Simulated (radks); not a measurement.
Results of a calculation; reference values are marked as such.
All-electron atom: neutral vanadium in [Ar] 3d3 4s2 (the NIST ground configuration). Code: a radial shooting solver on a logarithmic mesh with Libxc functionals. Model: scalar-relativistic Kohn-Sham, LDA (Slater exchange, Perdew-Wang correlation), spin-polarised, spherical densities, finite nucleus; open shells are filled with parallel spins first; Fermi nuclear charge, rms radius 3.6002 fm.

Local quantities along the radius. ELF = 1/(1 + alpha^2) is the electron localisation function; alpha = (tau - tau_W)/tau_unif compares the Pauli kinetic energy density with that of the uniform gas (summed over spins); 4 pi r^2 rho is in e/bohr; s = |grad rho|/(2 (3 pi^2)^(1/3) rho^(4/3)) is the reduced gradient; r v_xc is r times the local exchange-correlation potential of spin up (hartree bohr). tau is taken from the large components.

r (bohr)	ELF	alpha	4 pi r^2 rho	s	r v_xc
0.005111	1.000	0.01665	2.261	0.4375	-0.09660
0.006762	1.000	0.01828	3.640	0.4378	-0.1243
0.008947	1.000	0.02084	5.719	0.4442	-0.1587
0.01184	0.999	0.02491	8.701	0.4574	-0.2005
0.01566	0.999	0.03169	12.69	0.4790	-0.2497
0.02073	0.998	0.04367	17.49	0.5115	-0.3053
0.02764	0.995	0.06772	22.57	0.5601	-0.3661
0.03658	0.986	0.1186	26.30	0.6263	-0.4236
0.04839	0.945	0.2421	27.36	0.7114	-0.4721
0.06403	0.760	0.5627	25.25	0.7893	-0.5060
0.08472	0.394	1.239	21.85	0.7522	-0.5312
0.1121	0.273	1.631	20.97	0.4938	-0.5772
0.1495	0.496	1.009	24.85	0.2992	-0.6742
0.1978	0.771	0.5454	29.35	0.3598	-0.7851
0.2617	0.839	0.4376	27.43	0.5507	-0.8484
0.3463	0.645	0.7420	18.23	0.8203	-0.8253
0.4582	0.165	2.247	10.24	0.7877	-0.7722
0.6063	0.313	1.483	9.743	0.2436	-0.8539
0.8087	0.773	0.5419	11.71	0.3444	-1.005
1.07	0.790	0.5152	9.460	0.6229	-1.047
1.416	0.540	0.9238	4.973	0.9567	-0.9627
1.873	0.201	1.996	2.161	1.115	-0.8385
2.478	0.240	1.780	1.216	0.9083	-0.7721
3.306	0.631	0.7644	0.7786	1.071	-0.7324
4.374	0.838	0.4401	0.3734	1.741	-0.6425
5.787	0.856	0.4094	0.1067	3.344	-0.4891
7.657	0.723	0.6188	0.01561	7.814	-0.3068
10.13	0.285	1.582	0.0009977	23.48	-0.1482

On this mesh the ELF has minima near r = 0.11, 0.53, 2.2 bohr, which separate the shells, and maxima near 0.26 (0.84), 0.93 (0.81), 5.0 (0.86).

Self-consistent cycle (total energy in hartree, residual of the potential): 1: -946.899981, 2e+00; 2: -947.050336, 1e+00; 3: -947.119573, 2e-01; 4: -947.121683, 3e-02; 5: -947.121759, 1e-03; 6: -947.121761, 1e-03; 7: -947.121758, 2e-05; 8: -947.121758, 4e-05; 9: -947.121758, 6e-06; 10: -947.121758, 3e-06; 11: -947.121758, 1e-07; 12: -947.121758, 2e-08; 13: -947.121758, 4e-10.
